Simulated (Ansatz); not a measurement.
Molecule: B2O2, charge -1, multiplicity 2. SMILES of the parent species: O=BB=O
Coordinates optimised at B3LYP-D3(BJ)/def2-TZVP (Ansatz, a quantum-chemistry and plane-wave program):
```
B
O 1 1.2428
B 1 1.6389 2 158.40
O 3 1.2428 1 158.40 2 -180.00
```
Charge -1, spin multiplicity 2.

Parts of the frozen-core correlation energy in 6-31G* (Ansatz, hartree). Frozen orbitals: 4; correlated occupied orbitals by spin: 10 and 9; virtual: 46 and 47. UHF or UKS for open shells. Spin-orbit coupling is left out. No relativistic terms.

```
term                            value
-------------------------  ----------
reference (HF)             -199.15796
MP2 opposite-spin          (withheld)
MP2 same-spin              (withheld)
CCSD correlation             -0.51573
(T)                        (withheld)
T1 diagnostic                   0.024
largest doubles amplitude       0.051
<S^2> of the reference          0.767
```

**Question.** Some entries are withheld; supply them.

**Answer.** 
- MP2 opposite-spin, value: -0.36713
- MP2 same-spin, value: -0.13974
- (T), value: -0.01832
